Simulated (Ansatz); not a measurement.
Complex (SMILES): F (HF) with FCl (F-Cl), atoms 1 to 2 the first; geometry from B3LYP-D3(BJ)/def2-TZVP, monomers rigid:
```xyz
4

F      0.3477     0.0277    -0.4961
H     -0.5669     0.0474    -0.3400
F     -2.4822     0.0933    -0.3591
Cl    -3.1336     0.1260    -1.8747
```

Basis-set convergence of the uncorrected interaction energy at PBE with Ansatz (a first-principles code). All functions are spherical. No added dispersion term, no relativity. Functions are those of the species that has most. Reference: the counterpoise-corrected one, the value in aug-pcseg-3, -1.96 kcal/mol. Deviations are taken from unrounded values.

```tsv
basis	functions	uncorrected interaction energy (kcal/mol)	minus reference (kcal/mol)
cc-pV(D+d)Z	56	-4.51	-2.55
aug-cc-pV(D+d)Z	87	-2.14	-0.17
cc-pV(T+d)Z	113	-2.91	-0.95
jun-cc-pV(T+d)Z	140	-1.99	-0.03
aug-cc-pV(T+d)Z	170	-1.99	-0.03
cc-pV(Q+d)Z	204	-2.43	-0.47
aug-cc-pV(Q+d)Z	295	-2.01	-0.05
cc-pV(5+d)Z	337	-2.10	-0.14
```

The smallest set listed that lies within 0.1 kcal/mol of the reference with all its larger relatives (same family, alike in diffuse functions; a set with none counts only in the reference's own line) is jun-cc-pV(T+d)Z (140 functions, -0.03 kcal/mol off).
